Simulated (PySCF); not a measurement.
**Correlation energy of Te⁺ (tellurium, charge +1)**

[Kr] 4d10 5s2 5p3, high-spin 4S determinant. All numbers are calculated (PySCF 2.14, a scalar-relativistic core potential, in def2-TZVP with the def2 core potential (28 electrons)). Frozen: 4s2 4p6 4d10; 5 electrons correlated.

MP2 pair energies summed by pair of shells (mhartree):

| pair | energy | share (%) |
| --- | --- | --- |
| 5s-5p | -41.69 | 66.2 |
| 5p-5p | -13.69 | 21.8 |
| 5s-5s | -7.57 | 12.0 |

Total MP2 correlation energy: -62.95 mhartree.

Same-spin part -16.57 and opposite-spin part -46.38 mhartree; SCS-MP2 scales them by 1/3 and 6/5 to -61.18 mhartree.

```
  level  correlation energy (mhartree)
   CCSD                         -75.77
    (T)                          -2.19
CCSD(T)                         -77.96
```

Diagnostics: T1 = 0.0021, D1 = 0.0062, largest double amplitude 0.053.

Cost of the coupled-cluster step: 1.5 s of wall time on 1 thread of Neoverse-N1 (shared host), for 5 correlated electrons.

Iterations:

```
CC2 = 0
CCSD nocc = (np.int64(4), np.int64(1)), nmo = (41, 41)
frozen orbitals [[0, 1, 2, 3, 4, 5, 6, 7, 8], [0, 1, 2, 3, 4, 5, 6, 7, 8]]
max_cycle = 100
direct = 0
conv_tol = 1e-08
conv_tol_normt = 1e-06
diis_space = 8
diis_start_cycle = 0
Init t2, MP2 energy = -0.0629495590006958
Init E_corr(UCCSD) = -0.0629495590008927
cycle = 1  E_corr(UCCSD) = -0.0731651780976328  dE = -0.0102156191  norm(t1,t2) = 0.0347783
cycle = 2  E_corr(UCCSD) = -0.0750977273899213  dE = -0.00193254929  norm(t1,t2) = 0.00923375
cycle = 3  E_corr(UCCSD) = -0.0757876156437862  dE = -0.000689888254  norm(t1,t2) = 0.00313542
cycle = 4  E_corr(UCCSD) = -0.0757749530270771  dE = 1.26626167e-05  norm(t1,t2) = 0.000403472
cycle = 5  E_corr(UCCSD) = -0.0757745141238544  dE = 4.38903223e-07  norm(t1,t2) = 4.3383e-05
cycle = 6  E_corr(UCCSD) = -0.0757743949881625  dE = 1.19135692e-07  norm(t1,t2) = 5.96846e-06
cycle = 7  E_corr(UCCSD) = -0.0757744674090718  dE = -7.24209093e-08  norm(t1,t2) = 1.35987e-06
cycle = 8  E_corr(UCCSD) = -0.0757744411492193  dE = 2.62598525e-08  norm(t1,t2) = 1.45063e-07
cycle = 9  E_corr(UCCSD) = -0.075774444004913  dE = -2.85569367e-09  norm(t1,t2) = 2.60957e-08
UCCSD converged
E(UCCSD) = -266.7973778955359  E_corr = -0.07577444400491296
UCCSD(T) correction = -0.00218589189903516
```
